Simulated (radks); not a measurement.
Problem. Valence configurations of the lutetium ion Lu3+ (all share [Xe]). Method: scalar-relativistic Kohn-Sham, BLYP, spin-polarised, spherical densities, finite nucleus; open shells are filled with parallel spins first (spin-orbit coupling, left out, can overturn this in heavy ions); Fermi nuclear charge, rms radius 5.37 fm; computed with a radial shooting solver on a logarithmic mesh with Libxc functionals. Order these by energy: 4f12 6s2; 4f12 5d2; 4f13 6p1; 4f13.5 6s0.5; 4f13 5d1; 4f14; 4f12 6p2; 4f13 6s1; 4f13.5 5d0.5; 4f13 5d0.5 6s0.5.

Solution. From the lowest, in eV above it: 4f14 0.000; 4f13.5 5d0.5 6.034; 4f13.5 6s0.5 6.496; 4f13 5d1 13.285; 4f13 5d0.5 6s0.5 14.037; 4f13 6s1 14.928; 4f13 6p1 21.778; 4f12 5d2 31.770; 4f12 6s2 39.104; 4f12 6p2 53.238. NIST lists [Xe] 4f14 as the ground configuration; this level of theory agrees among the configurations tried. The energies are those of spherical high-spin densities, not of single terms.
